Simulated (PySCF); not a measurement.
C₆ coefficients of unlike pairs at PBE0

Calculated with PySCF 2.14 from the dipole response of each species, C₆(A,B) = (3/π) ∫ α_A(iu) α_B(iu) du, in atomic units, from isotropic polarisabilities. For ions this is the dispersion term alone; charge-induced terms of lower order in 1/R come first.

```tsv
species	configuration	basis	relativity	α (bohr³)	C₆ (like pair)
Ar²⁺	[Ne] 3s2 3p4 (3P)	aug-cc-pwCVDZ (6s5p3d)	none	4.805	17.02
Si³⁺	[Ne] 3s1 (2S)	aug-cc-pV(Q+d)Z (7s6p5d3f2g)	none	7.333	13.93
Ge	[Ar] 3d10 4s2 4p2 (3P)	def2-TZVPPD (7s5p5d1f)	none	39.51	333.4
P²⁺	[Ne] 3s2 3p1 (2P)	dyall-acv3z (19s12p6d4f)	spin-free X2C	9.224	33.36
```

Estimate C₆ for Si³⁺ with Ar²⁺.

The integral gives 13.77. The combination rule 2 C_A C_B / (C_A α_B/α_A + C_B α_A/α_B) gives 13.51 and the geometric mean 15.40.

No spin-orbit coupling is included.

The other pairs:

```tsv
pair	C₆
P²⁺, Ar²⁺	22.79
Ge, Ar²⁺	64.91
P²⁺, Si³⁺	21.16
Ge, Si³⁺	67.88
P²⁺, Ge	101.9
```
